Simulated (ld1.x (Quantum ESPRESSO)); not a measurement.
# cerium: excitation energies, all-electron against TM

ld1.x (Quantum ESPRESSO) 7.5 input, shortened:

```
&input
   title='Ce', zed=58., rel=1, dft='PBESOL', iswitch=3,
   config='[Xe] 4f1 5d1 6s2 6p0'
 /
 &inputp
   pseudotype=2, tm=.true., lloc=0,
   nlcc=.false.
 /
4
5P  2  1   6.00   0.00  3.05  3.05  0.0
5D  3  2   1.00   0.00  3.75  3.75  0.0
4F  4  3   1.00   0.00  1.15  1.15  0.0
6S  1  0   2.00   0.00  2.75  2.75  0.0
 &test
   configts(1)='4f1 5p6 5d1 6s2 6p0'
 /
```

Energies are relative to the spin-unpolarised reference configuration 4f1 5p6 5d1 6s2 6p0; without spin polarisation the order of configurations can differ from experiment.

Give the all-electron excitation energy and the error of the potential for: 4f1 5p6 5d1 6s1 6p0; 4f1 5p6 5d1 6s0 6p0; 4f1 5p6 5d0 6s0 6p0; 4f2 5p6 5d0 6s1 6p0; 4f1 5p6 5d0 6s2 6p0; 4f1 5p6 5d1.5 6s1.5 6p0; 4f1 5p6 5d1 6s1 6p1.

```csv
valence configuration,charge,ΔE all-electron (eV),error AE − PS (meV)
4f1 5p6 5d1 6s1 6p0,+1,6.103,+4.7
4f1 5p6 5d1 6s0 6p0,+2,17.140,-4.9
4f1 5p6 5d0 6s0 6p0,+3,36.277,+11
4f2 5p6 5d0 6s1 6p0,+1,5.321,-473
4f1 5p6 5d0 6s2 6p0,+1,6.426,+69
4f1 5p6 5d1.5 6s1.5 6p0,0,0.403,-1.6
4f1 5p6 5d1 6s1 6p1,0,2.480,-268
```

Levels in the configuration 4f2 5p6 5d0 6s1 6p0:

```tsv
level	all-electron (eV)	pseudo (eV)
4f	-6.308	-5.363
5p	-26.545	-26.046
6s	-7.957	-8.045
```

ld1.x printed “convergence not achieved” for 5 of the counted tests; their residual had stalled under 1e-8, short of the target of 1e-14.
